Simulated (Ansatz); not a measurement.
Molecular dynamics, step by step

Si2H6ClF, closed shell, PBE0-D4/def2-SVP (Ansatz 0.2.0). Settings (timestep in fs, temperature in K; T counts 24 degrees of freedom):

```yaml
hamiltonian: {xc: pbe0, dispersion: d4}
md: {n_steps: 30, timestep: 0.5, temperature: 700, ensemble: nve, seed: 252, initial_velocities: maxwell_boltzmann}
```

Start, the saddle point found with PBE0-D4 in triple zeta (not stationary at another level):

```xyz
10
angstrom
Si 0.1189 -1.1196 -0.4994
Si -0.2886 1.2793 0.4329
H -0.4875 -2.2527 0.2147
H 1.1282 -1.2901 -1.5549
Cl -1.5364 -0.5446 -1.6966
H 0.8328 -0.0880 0.7076
F 1.5337 -1.0809 0.8079
H 0.5169 1.9121 1.5188
H -0.1302 2.0557 -0.8137
H -1.6876 1.1286 0.8827
```

```json
{"step": "0", "time (fs)": "0.00", "potential energy less the start (meV)": "0.0", "kinetic energy (meV)": "723.9", "T (K)": "700"}
{"step": "2", "time (fs)": "1.00", "potential energy less the start (meV)": "38.6", "kinetic energy (meV)": "685.9", "T (K)": "663"}
{"step": "4", "time (fs)": "2.00", "potential energy less the start (meV)": "150.2", "kinetic energy (meV)": "575.2", "T (K)": "556"}
{"step": "6", "time (fs)": "3.00", "potential energy less the start (meV)": "277.6", "kinetic energy (meV)": "448.7", "T (K)": "434"}
{"step": "8", "time (fs)": "4.00", "potential energy less the start (meV)": "370.0", "kinetic energy (meV)": "356.6", "T (K)": "345"}
{"step": "10", "time (fs)": "5.00", "potential energy less the start (meV)": "398.8", "kinetic energy (meV)": "328.0", "T (K)": "317"}
{"step": "12", "time (fs)": "6.00", "potential energy less the start (meV)": "360.5", "kinetic energy (meV)": "365.9", "T (K)": "354"}
{"step": "14", "time (fs)": "7.00", "potential energy less the start (meV)": "277.6", "kinetic energy (meV)": "448.1", "T (K)": "433"}
{"step": "16", "time (fs)": "8.00", "potential energy less the start (meV)": "194.9", "kinetic energy (meV)": "529.9", "T (K)": "512"}
{"step": "18", "time (fs)": "9.00", "potential energy less the start (meV)": "163.9", "kinetic energy (meV)": "560.3", "T (K)": "542"}
{"step": "20", "time (fs)": "10.00", "potential energy less the start (meV)": "207.1", "kinetic energy (meV)": "517.7", "T (K)": "501"}
{"step": "22", "time (fs)": "11.00", "potential energy less the start (meV)": "279.5", "kinetic energy (meV)": "446.7", "T (K)": "432"}
{"step": "24", "time (fs)": "12.00", "potential energy less the start (meV)": "295.8", "kinetic energy (meV)": "430.6", "T (K)": "416"}
{"step": "26", "time (fs)": "13.00", "potential energy less the start (meV)": "227.4", "kinetic energy (meV)": "498.3", "T (K)": "482"}
{"step": "28", "time (fs)": "14.00", "potential energy less the start (meV)": "92.1", "kinetic energy (meV)": "633.9", "T (K)": "613"}
{"step": "30", "time (fs)": "15.00", "potential energy less the start (meV)": "-101.4", "kinetic energy (meV)": "825.2", "T (K)": "798"}
```

Step 14, positions (Å) and forces (eV/Å):

```tsv
atom	x	y	z	Fx	Fy	Fz
Si1	0.128	-1.080	-0.477	0.417	-1.173	-0.932
Si2	-0.293	1.236	0.415	-1.154	0.854	0.905
H3	-0.456	-2.225	0.288	-0.080	0.241	-0.223
H4	1.215	-1.405	-1.558	-1.014	0.493	0.777
Cl5	-1.542	-0.541	-1.706	0.024	-0.025	-0.026
H6	0.790	-0.113	0.843	0.646	-0.674	-0.068
F7	1.534	-1.083	0.799	-0.117	0.804	0.453
H8	0.586	1.789	1.518	0.199	0.039	-0.335
H9	-0.201	1.995	-0.865	0.219	-0.005	0.187
H10	-1.685	1.425	1.100	0.860	-0.555	-0.736
```

Step 20, positions (Å) and forces (eV/Å):

| atom | x | y | z | Fx | Fy | Fz |
| --- | --- | --- | --- | --- | --- | --- |
| Si1 | 0.135 | -1.069 | -0.472 | -2.592 | 0.129 | 0.021 |
| Si2 | -0.302 | 1.221 | 0.412 | 0.843 | 0.440 | -0.100 |
| H3 | -0.448 | -2.176 | 0.287 | -0.269 | -0.278 | 0.120 |
| H4 | 1.102 | -1.390 | -1.438 | 1.148 | -0.142 | -1.318 |
| Cl5 | -1.545 | -0.539 | -1.710 | -0.029 | -0.119 | -0.112 |
| H6 | 0.850 | -0.213 | 0.890 | 0.977 | -0.370 | 0.348 |
| F7 | 1.533 | -1.078 | 0.798 | 0.477 | 0.745 | 1.077 |
| H8 | 0.645 | 1.746 | 1.486 | 0.168 | -0.046 | -0.413 |
| H9 | -0.204 | 1.976 | -0.879 | 0.210 | 0.008 | 0.291 |
| H10 | -1.551 | 1.489 | 1.097 | -0.933 | -0.367 | 0.086 |

Step 28, positions (Å) and forces (eV/Å):

```
atom       x       y       z      Fx      Fy      Fz
 Si1   0.132  -1.053  -0.466  -3.514   0.760  -0.982
 Si2  -0.309   1.203   0.407   1.543  -0.256  -0.600
  H3  -0.470  -2.147   0.303  -0.061  -0.357   0.138
  H4   1.104  -1.392  -1.449   0.913  -0.148  -0.837
 Cl5  -1.548  -0.537  -1.716  -0.175  -0.262  -0.304
  H6   1.029  -0.347   1.018  -0.961   2.885   1.625
  F7   1.537  -1.070   0.804   3.349  -2.645   0.697
  H8   0.746   1.683   1.392   0.098  -0.064  -0.163
  H9  -0.181   1.956  -0.864   0.108   0.251   0.015
 H10  -1.506   1.532   1.113  -1.300  -0.163   0.411
```

Last step (30):

Si1  (0.128, -1.048, -0.465)
Si2  (-0.309, 1.198, 0.405)
H3  (-0.479, -2.150, 0.311)
H4  (1.139, -1.400, -1.486)
Cl5  (-1.549, -0.537, -1.718)
H6  (1.068, -0.335, 1.081)
F7  (1.541, -1.069, 0.807)
H8  (0.775, 1.665, 1.362)
H9  (-0.172, 1.955, -0.857)
H10  (-1.532, 1.539, 1.129)
(Å)

Hardware: 4 CPU threads of an Arm Neoverse V1, shared host. Wall time about 37 s.
